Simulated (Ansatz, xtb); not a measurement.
**Relative energy of two isomers of C5H7BrSi**

Structure I is `[SiH3][C@@H]1C=CC(Br)=C1`, a singlet and structure II is `[SiH3]C1=C(Br)C=CC1`, a singlet. Both are isolated molecules in the gas phase, relaxed with r2SCAN-D4/def2-SVP.

Quicker runs give these differences E(II) − E(I): GFN2-xTB +3.39 kJ/mol; HF/STO-3G −14.71 kJ/mol (at GFN2-xTB geometries); r2SCAN-D4/def2-SVP//GFN2-xTB +1.48 kJ/mol.

Task: Which of the two would you expect CCSD(T)/def2-SVP + ΔMP2/def2-TZVPP electronic energies to favour?

Result: CCSD(T)/def2-SVP + ΔMP2/def2-TZVPP gives E(II) − E(I) = +3.76 kJ/mol, slightly favouring structure I, which is too small a margin to settle the true order.

The same difference at several levels:

| level | geometry | E(II) − E(I) (kJ/mol) | departure from the last row (kJ/mol) | job, with rough time for the two |
| --- | --- | --- | --- | --- |
| GFN2-xTB | GFN2-xTB | +3.39 | −0.37 | optimisation, 0.17 s |
| HF/STO-3G | GFN2-xTB | −14.71 | −18.46 | single point, 0.56 s |
| r2SCAN-D4/def2-SVP//GFN2-xTB | GFN2-xTB | +1.48 | −2.28 | single point, 3.7 s |
| r2SCAN-D4/def2-SVP | r2SCAN-D4/def2-SVP | +2.12 | −1.64 | optimisation, 28 s |
| HF/def2-SVP | r2SCAN-D4/def2-SVP | −4.63 | −8.39 | part of the CCSD(T) run |
| MP2/def2-SVP | r2SCAN-D4/def2-SVP | +5.78 | +2.02 | part of the CCSD(T) run |
| CCSD(T)/def2-SVP | r2SCAN-D4/def2-SVP | +0.12 | −3.64 | single point |
| CCSD(T)/def2-SVP + ΔMP2/def2-TZVPP | r2SCAN-D4/def2-SVP | +3.76 |  | single point, 85 s |

As drawn, both hold the same kinds of bond in the same numbers.

The largest departure from CCSD(T)/def2-SVP + ΔMP2/def2-TZVPP is that of HF/STO-3G, 18.46 kJ/mol. The last row adds to CCSD(T) the change of the MP2 difference between the two basis sets, here +3.64 kJ/mol.

With thermal terms from frequencies at re-optimised GFN2-xTB minima (ideal gas, soft modes damped towards free rotors, one conformer each, 298.15 K, 1 atm): on the last row, ΔE + ΔZPE = +2.69, ΔH = +3.44, ΔG = +1.48 kJ/mol.

The correlated steps freeze 19 core orbitals; the filled d shell of Br is correlated, in a basis made for valence electrons. Mirror images aren't counted in ΔG. Run with Ansatz 0.2.0, xtb 6.7.1; the last row on 2 threads of AMD EPYC 9R45 96-Core Processor (Zen 5) on a shared host.
